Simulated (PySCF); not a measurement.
A GIAO shielding run with PySCF 2.14.0 with density-fitted response routines (density fitting, non-relativistic, gas phase) on SMILES CS[Si@@H]1NCC[SiH2]1, C$_{3}$H$_{11}$NSSi$_{2}$:

```
$ OMP_NUM_THREADS=1 python probes_run.py task.json out

{"job": {"kind": "nmr", "xc": "PBE0", "basis": "pcSseg-1"}, "charge": 0, "multiplicity": 1}
C      3.325191     0.603784     0.155584
S      1.859753     1.129916     1.089107
Si     0.404382     0.711482    -0.439661
N     -1.125395     1.061620     0.243430
C     -2.268407     0.334511    -0.267684
C     -1.972635    -1.166269    -0.277927
Si    -0.219761    -1.438120    -0.993819
H      4.192148     0.818348     0.771443
H      3.267245    -0.461898    -0.046593
H      3.386449     1.159778    -0.775004
H      0.805681     1.595969    -1.555809
H     -1.352200     1.953382     0.650997
H     -2.518048     0.663934    -1.288538
H     -3.134246     0.545200     0.367290
H     -2.002803    -1.532160     0.748980
H     -2.755677    -1.686008    -0.827364
H     -0.307242    -1.669189    -2.442350
H      0.406806    -2.617963    -0.388499
```

Hardware: 1 thread of an Intel Xeon, shared host. The job also computes population analyses, field gradients, ring-centre shieldings.

(1) How large is the calculation?

(2) How long does it take, and how much memory does it need?

## Answers

(1) 80 electrons, 195 basis functions and 1078 auxiliary functions.

(2) 85 s of wall time, with 12 SCF cycles and 5 response iterations; peak memory 0.87 GiB. Times on a shared host scatter by some tens of per cent.
